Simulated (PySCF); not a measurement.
LDA on W⁻ (tungsten, charge -1), [Xe] 4f14 5d5 6s2, high-spin 6S determinant. Computed with PySCF 2.14 in aug-cc-pwCVTZ-PP with ECP60MDF, with scalar relativity through the core potential.

```
cycle= 1 E= -67.2017049756023  delta_E= -0.0328  |g|= 0.0479  |ddm|= 2.22
cycle= 2 E= -67.2027233617952  delta_E= -0.00102  |g|= 0.0316  |ddm|= 0.121
cycle= 3 E= -67.2028389105596  delta_E= -0.000116  |g|= 0.0164  |ddm|= 0.0445
cycle= 4 E= -67.2030743176092  delta_E= -0.000235  |g|= 0.00443  |ddm|= 0.045
cycle= 5 E= -67.2030942696891  delta_E= -2e-05  |g|= 0.000165  |ddm|= 0.00816
cycle= 6 E= -67.2030943246335  delta_E= -5.49e-08  |g|= 2.42e-06  |ddm|= 0.000694
cycle= 7 E= -67.2030943246464  delta_E= -1.3e-11  |g|= 3.67e-08  |ddm|= 1.89e-05
converged SCF energy = -67.2030943246464  <S^2> = 8.8006654  2S+1 = 6.0168648
```

Highest occupied orbital energy: 1.267 eV; ⟨L²⟩ = 0.00; populations by l: s 4.00, p 6.00, d 5.00, f 0.00.

Question: Can this result be used?

Answer: With care. Self-consistency was reached. Energies and moments cover only the electrons outside the core potential. Spin-orbit coupling, which splits the p, d and f shells strongly at this Z, is absent. At LDA the highest occupied level has a positive energy, so only the finite basis holds that electron; in a semilocal or global hybrid functional this comes from self-interaction and does not mean that the real anion is unbound.
